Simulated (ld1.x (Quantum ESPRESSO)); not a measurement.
An odd input for ld1.x (Quantum ESPRESSO) 7.5 (erbium)

Command:

```bash
ld1.x < Er.in > Er.out
```

Input:

```
&input
   title='Er', zed=68., rel=1, dft='PW91', iswitch=3,
   config='[He] 4f11 5d1 6s2 6p0',
   nld=3, rlderiv=2.90, eminld=-6.0, emaxld=5.0, deld=0.02
 /
 &inputp
   pseudotype=2, tm=.true., lloc=2,
   nlcc=.false.,
   file_pseudopw='Er.UPF', file_wfcaegen='ae.wfc', file_wfcncgen='nc.wfc', file_beta='beta', file_chi='chi'
 /
3
5S  1  0   2.00   0.00  2.00  2.00  0.0
5P  2  1   6.00   0.00  1.35  1.35  0.0
5D  3  2   1.00   0.00  2.65  2.65  0.0
 &test
   configts(1)='5s2 5p6 5d1 6s2 6p0'
 /
```

Output:

```
Program LD1 v.7.5

 %%%%%%%%%%%%%%%%%%%%%%%%%%%%%%%%%%%%%%%%%%%%%%%%%%%%%%%%%%%%%%%%%%%%%%%%%%%%%%
     Error in routine ld1_setup (1):
     all electron wfc corresponding to pseudo-state 5S not found
 %%%%%%%%%%%%%%%%%%%%%%%%%%%%%%%%%%%%%%%%%%%%%%%%%%%%%%%%%%%%%%%%%%%%%%%%%%%%%%

     stopping ...
```

Task: This input was made by a single change from one that runs to its end. What was changed?

Result: The change: core typed as [He] in place of [Xe]. The program refuses the input: "ld1_setup: all electron wfc corresponding to pseudo-state 5S not found".
